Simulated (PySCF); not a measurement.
TiF₄, SMILES [F][Ti]([F])([F])[F], multiplicity 1. Coordinates come from a PBE-D3(BJ)/def2-SVP optimisation. The multiplicity is an assumed one; other spin states were not compared. The isomer is the one that the SMILES or the coordinates give; other isomers of the formula were not compared.

Level of theory: PBE-D3(BJ)/def2-SVP in PySCF.

Harmonic wavenumbers (cm⁻¹): 190, 190, 214, 214, 214, 710, 810, 810, 810. Rotational constants (GHz): 3.279, 3.279, 3.279; symmetry number 12.

### Question
Work out the zero-point energy and the ideal-gas rigid-rotor harmonic-oscillator thermochemistry at 298.15 K and 1 atm.

### Answer
ZPE = ½ Σ hcν = ½ × 4161 cm⁻¹ = 5.95 kcal/mol. H − E(el) = 10.27 kcal/mol. Entropy in cal/(mol K): translation 40.36, rotation 21.68, vibration 11.37, total 73.41. G − E(el) = -11.62 kcal/mol. Cp = 19.83 cal/(mol K).
